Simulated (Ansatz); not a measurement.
Geometry optimisation, RKS PBE0/def2-SVP in Ansatz.

input.yaml

```yaml
crystal:
  periodic: [false, false, false]
  atoms:
    - { symbol: B, position_ang: [0.138928, 0.4459, -0.401387] }
    - { symbol: O, position_ang: [-0.05772, 0.002675, 2.16111] }
    - { symbol: H, position_ang: [-1.002439, -0.192787, 2.15528] }
    - { symbol: O, position_ang: [1.320069, -0.094288, -0.718237] }
    - { symbol: H, position_ang: [1.252613, -0.973325, -1.108935] }
    - { symbol: Cl, position_ang: [-1.395043, -0.330788, -0.863099] }
    - { symbol: H, position_ang: [0.11036, 1.539832, 0.083311] }
    - { symbol: H, position_ang: [-0.023869, 0.931683, 1.842656] }
basis:
  gaussian: { orbitals: def2-SVP }
hamiltonian:
  xc: pbe0
relax:
  f_tol: 0.03
  max_steps: 50
output:
  orbitals: {}
```

Run as:

```bash
$ ansatz run input.yaml --threads 1 --pin off --max-ram 2048MiB --backend cpu --events-out ev --progress --plain --runs-dir out
```

**Question.** Where does it end, and by what steps?

**Answer.** The run converged. After 15 steps the energy has fallen by 0.148 eV; O2 moved furthest, 0.53 Å.

| step | energy less start (eV) | largest force component (eV/Å) | accepted |
| --- | --- | --- | --- |
| 0 | 0.0000 | 0.835 | yes |
| 1 | -0.0224 | 1.594 | yes |
| 2 | 0.0006 | 2.334 | no |
| 3 | -0.0610 | 0.224 | yes |
| 4 | -0.0752 | 0.227 | yes |
| 5 | -0.0785 | 0.237 | yes |
| 6 | -0.0321 | 2.132 | no |
| 7 | -0.0945 | 0.293 | yes |
| 8 | -0.1051 | 0.742 | yes |
| 9 | -0.1130 | 0.802 | yes |
| 10 | -0.1323 | 0.464 | yes |
| 11 | -0.1419 | 0.299 | yes |
| 12 | -0.1443 | 0.239 | yes |
| 13 | -0.1471 | 0.066 | yes |
| 14 | -0.1475 | 0.047 | yes |
| 15 | -0.1475 | 0.021 | yes |

```xyz
8
Properties=species:S:1:pos:R:3
B 0.100 0.452 -0.163
O -0.024 0.022 1.631
H -0.971 -0.158 1.743
O 1.285 -0.069 -0.593
H 1.211 -0.997 -0.838
Cl -1.451 -0.400 -0.693
H 0.026 1.658 -0.079
H 0.167 0.820 2.142
```

Whether the end is a true minimum wasn't checked by a vibrational analysis.

Time of the run: 26 s on 1 thread of Intel(R) Xeon(R) 6975P-C (Granite Rapids) (shared host), peak memory 0.17 GiB.
